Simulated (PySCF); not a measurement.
CH₃Cd, SMILES [Cd+][CH3], charge +1.

Geometry optimised at B3LYP-D3(BJ)/def2-TZVP. The spin state was assumed, not searched. The isomer is the one that the SMILES or the coordinates give; other isomers of the formula were not compared. The def2 effective core potentials stand for the cores of Cd; spin–orbit coupling is left out.

Level of theory: TDA-PBE0/def2-TZVPD (PySCF 2.14.0).

Vertical excitations; the highest root listed may be one member of a degenerate set. Gas-phase values at a fixed geometry. State labels are in the subgroup Cs.

| state | symmetry | energy (eV) | λ (nm) | f | main pairs |
|---|---|---|---|---|---|
| S1 | A' | 5.60 | 221 | 0.755 | HOMO→LUMO 91 % |
| S2 | A" | 6.61 | 188 | 0.006 | HOMO−1→LUMO (degenerate set) |
| S3 | A' | 6.61 | 188 | 0.006 | HOMO−2→LUMO (degenerate set) |
| S4 | A" | 7.55 | 164 | 0.351 | HOMO→LUMO+1 (degenerate set) |
| S5 | A' | 7.55 | 164 | 0.351 | HOMO→LUMO+2 (degenerate set) |
| S6 | A' | 8.92 | 139 | 0.004 | HOMO→LUMO+3 99 % |
| S7 | A" | 10.15 | 122 | 0.000 | HOMO−3→LUMO (degenerate set) |
| S8 | A' | 10.15 | 122 | 0.000 | HOMO−4→LUMO (degenerate set) |
| S9 | A" | 10.25 | 121 | 0.000 | HOMO−2→LUMO+1 50 %, HOMO−1→LUMO+2 50 % |
| S10 | A' | 10.27 | 121 | 0.000 | HOMO−2→LUMO+2 50 %, HOMO−1→LUMO+1 49 % |
| T1 | A' | 2.45 | 505 | 0 | HOMO→LUMO 99 % |
| T2 | A" | 6.05 | 205 | 0 | HOMO−1→LUMO, HOMO→LUMO+1 (degenerate set) |
| T3 | A' | 6.05 | 205 | 0 | HOMO−2→LUMO, HOMO→LUMO+2 (degenerate set) |
| T4 | A" | 6.25 | 198 | 0 | HOMO→LUMO+1 85 %, HOMO−1→LUMO 14 % |
Triplets are in the Tamm–Dancoff approximation.
